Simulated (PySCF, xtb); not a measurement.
AlFH4O2SSi, SMILES [OH][Al]([OH])[S][SiH2]F.

GFN2-xTB (xtb) at its own geometry gives an orbital gap of 3.54 eV and a dipole moment of 2.30 D.

The structure is a stationary point at B3LYP-D3(BJ)/def2-SVP. The structure was generated by enumeration; whether it is a known compound was not checked. One conformer was computed; it need not be the lowest.

Question: What does PySCF with M06-2X/def2-TZVP give? (The exact figures need the calculation; the answer reports its results.)

Answer: gap 8.58 eV (levels -8.86 and -0.29 eV), dipole 2.39 D.
